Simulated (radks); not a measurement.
Results of a calculation; reference values are marked as such.
Excited configurations of Os IV: one electron is placed in a higher orbital outside [Xe] 4f14 5d4. The ground configuration is [Xe] 4f14 5d5. Level of theory: scalar-relativistic Kohn-Sham, PBE, spin-polarised, spherical densities, point nucleus; open shells are filled with parallel spins first (spin-orbit coupling, left out, can overturn this in heavy ions) (a radial shooting solver on a logarithmic mesh with Libxc functionals). Excitation = E - E(ground); binding = E(ion) - E, where the ion is the core of charge +4; n* = 4/sqrt(2 binding) in atomic units, and the quantum defect is n - n*.

| outer orbital | excitation (eV) | binding (eV) | quantum defect | <r> (bohr) |
|---|---|---|---|---|
| 5f | 27.394 | 15.525 | 1.255 | 3.656 |
| 6s | 5.551 | 37.369 | 3.586 | 2.384 |
| 6p | 14.647 | 28.272 | 3.225 | 2.859 |
| 6d | 24.821 | 18.099 | 2.532 | 3.999 |
| 6f | 32.696 | 10.224 | 1.386 | 6.684 |
| 7s | 24.568 | 18.352 | 3.556 | 4.642 |
| 7p | 27.707 | 15.213 | 3.217 | 5.379 |
| 7d | 31.817 | 11.103 | 2.572 | 6.953 |
| 7f | 35.843 | 7.077 | 1.454 | 10.40 |

The Delta-SCF ionisation energy is 42.920 eV (NIST Atomic Spectra Database: 41 eV, theoretical). Self-interaction in the functional shifts the binding energies and quantum defects, so they are the method's values and not measured ones. Open shells are spherical and high-spin; term and fine-structure splittings are not resolved. Spin-orbit splitting is averaged out at the scalar-relativistic level.
